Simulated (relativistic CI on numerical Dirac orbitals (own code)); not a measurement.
**Ti3+ in a cubic cluster: 2p photoemission with charge transfer**

Computed with a charge-transfer multiplet model of a cubic metal-ligand cluster with up to 2 ligand holes, Slater and spin-orbit integrals from Dirac-Coulomb-Breit ions, Slater integrals scaled by 0.8. The parameters are those of a tetrahedral site (10Dq negative, t2 hopping the larger). The ground state mixes d1 with configurations of k ligand holes L, whose averages lie at kΔ + k(k − 1)U_dd/2; a core hole lowers each added d electron by U_cd. 300 K, Lorentzian 0.6 eV and Gaussian 0.8 eV FWHM.

Atomic integrals in eV (Slater integrals scaled, ζ unscaled), ground: F2dd 6.578, F4dd 4.090, zeta_d 0.017; with the core hole: F2dd 6.578, F4dd 4.090, zeta_d 0.032, zeta_core 3.741, F2cd 5.066, G1cd 3.785, G3cd 2.149. Where a configuration has fewer than two d electrons, the dd integrals are those of d2.

Cluster parameters (eV): U_dd = 4.2, U_cd = 4.7, 10Dq = -0.35, 10Dq(ligand) = 0, V(eg) = 0.82, V(t2g) = -1.4, final-state hopping factor = 1.

Weights, n_d and S are thermal averages at 300 K. Binding energies count from the first peak over 30 % of the highest in each spectrum, which can be another peak from case to case. The parameters are a model scan and need not match a compound or its usual spin state. Peaks in eV (height, largest 100): 0.0 (100), 6.4 (56), 13.7 (10).

Q: Which parameters give this spectrum?
A. Δ = 4.6 eV
B. Δ = 2.6 eV
C. Δ = 6.6 eV

A: B. Δ = 2.6 eV; the ground state then has 1.56 d electrons and S = 0.50. The choice follows from running the model for each set and comparing peak positions and heights.
